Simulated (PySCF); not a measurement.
BFHI, SMILES FBI.

Coordinates come from a PBE-D3(BJ)/def2-TZVP optimisation. The def2 effective core potentials stand for the cores of I; spin–orbit coupling is left out.

Computed with PySCF with TDDFT-LC-ωPBE/def2-SVPD.

Vertical excitations.  State labels are in the subgroup Cs.

| state | symmetry | energy (eV) | λ (nm) | f | main pairs |
|---|---|---|---|---|---|
| S1 | A" | 5.38 | 230 | 0.000 | HOMO→LUMO 97 % |
| S2 | A' | 6.13 | 202 | 0.088 | HOMO−1→LUMO 93 % |
| S3 | A" | 6.29 | 197 | 0.000 | HOMO−2→LUMO 95 % |
| S4 | A' | 6.80 | 182 | 0.005 | HOMO→LUMO+1 51 %, HOMO→LUMO+5 31 %, HOMO→LUMO+2 8 % |
| S5 | A" | 7.07 | 175 | 0.002 | HOMO−1→LUMO+1 49 %, HOMO−1→LUMO+5 36 % |
| S6 | A' | 7.82 | 159 | 0.151 | HOMO→LUMO+2 52 %, HOMO→LUMO+1 22 %, HOMO→LUMO+6 12 %, HOMO→LUMO+5 8 % |
| S7 | A" | 8.17 | 152 | 0.208 | HOMO−1→LUMO+2 55 %, HOMO−1→LUMO+1 20 %, HOMO−1→LUMO+6 11 % |
| S8 | A" | 8.70 | 142 | 0.000 | HOMO→LUMO+4 96 % |
| S9 | A' | 8.74 | 142 | 0.038 | HOMO→LUMO+3 81 % |
| S10 | A' | 8.82 | 141 | 0.009 | HOMO→LUMO+5 40 %, HOMO→LUMO+2 15 %, HOMO→LUMO+7 10 %, HOMO−2→LUMO+1 7 % |
| T1 | A" | 5.16 | 240 | 0 | HOMO→LUMO 87 % |
| T2 | A' | 5.20 | 238 | 0 | HOMO−1→LUMO 97 % |
| T3 | A" | 5.74 | 216 | 0 | HOMO−2→LUMO 81 % |
| T4 | A' | 6.16 | 201 | 0 | HOMO→LUMO+5 43 %, HOMO→LUMO+1 39 %, HOMO→LUMO+2 10 % |
Triplets are in the Tamm–Dancoff approximation, which puts them higher than full response would, so one can lie above its singlet here.
